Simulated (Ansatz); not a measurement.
Basis-set extrapolation for Cl₂F₂Si, SMILES `F[Si](F)(Cl)Cl` (PBE0-D4/def2-TZVP geometry, frozen core, the Gaussian-basis code of Ansatz). Multiplicity 1, RHF reference.

```tsv
	def2-TZVPP	def2-QZVPP
HF	-1407.195018	-1407.239922
MP2 correlation	-0.981406	-1.079811
CCSD(T) correlation	-1.048125	-1.147123
```

Energies in hartree. Use E(X) = E(∞) + A·exp(−7.88·√X) for Hartree–Fock and E(X) = E(∞) + B·X^(−2.97) for correlation, with X = 3 and 4.

Question: What is the CCSD(T) energy at the basis-set limit?

Answer: HF limit: -1407.239922 + (-0.044904) × 0.13774 = -1407.24611. Correlation limit: -1.147123 + (-0.098998) × 0.74074 = -1.22045. Total: -1408.46656 hartree, 140.2 kcal/mol below CCSD(T)/def2-TZVPP.
